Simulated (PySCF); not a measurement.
Atoms are numbered as in `[CH3:1][CH2:2][CH2:3][CH2:4][C:5](=[O:6])[O:7][CH3:8]`. Hydrogens are named by the atom that carries them.

GIAO shifts from PySCF 2.14 on PBE0-D3(BJ)/def2-SVP geometries (one conformer, non-relativistic, equivalent nuclei averaged), against TMS at the same level and in the same medium; PCM means IEF-PCM chloroform.

Measured (solution, not stated per compound (mostly CDCl3 or CCl4); Pretsch, Buehlmann, Badertscher, Structure Determination of Organic Compounds, 4th ed. (2009)): H(C4) 2.31, H(C3) 1.61, H(C2) 1.33, H(C1) 0.92 ppm.

Task: Which unscaled values do KT2/pcSseg-1, gas; PBE0/pcSseg-1, PCM; WP04/pcSseg-1, PCM; wB97X-D/pcSseg-1, PCM give, and how close are they?

Result: 
```json
{"atoms": "H(C4)", "measured": "2.31", "KT2/pcSseg-1, gas": "2.26", "PBE0/pcSseg-1, PCM": "2.35", "WP04/pcSseg-1, PCM": "2.33", "wB97X-D/pcSseg-1, PCM": "2.32"}
{"atoms": "H(C3)", "measured": "1.61", "KT2/pcSseg-1, gas": "1.39", "PBE0/pcSseg-1, PCM": "1.35", "WP04/pcSseg-1, PCM": "1.36", "wB97X-D/pcSseg-1, PCM": "1.32"}
{"atoms": "H(C2)", "measured": "1.33", "KT2/pcSseg-1, gas": "1.20", "PBE0/pcSseg-1, PCM": "1.12", "WP04/pcSseg-1, PCM": "1.12", "wB97X-D/pcSseg-1, PCM": "1.10"}
{"atoms": "H(C1)", "measured": "0.92", "KT2/pcSseg-1, gas": "0.99", "PBE0/pcSseg-1, PCM": "0.97", "WP04/pcSseg-1, PCM": "0.95", "wB97X-D/pcSseg-1, PCM": "0.97"}
```

Mean absolute error for 1H: KT2/pcSseg-1, gas 0.12, PBE0/pcSseg-1, PCM 0.14, WP04/pcSseg-1, PCM 0.13, wB97X-D/pcSseg-1, PCM 0.14 ppm.
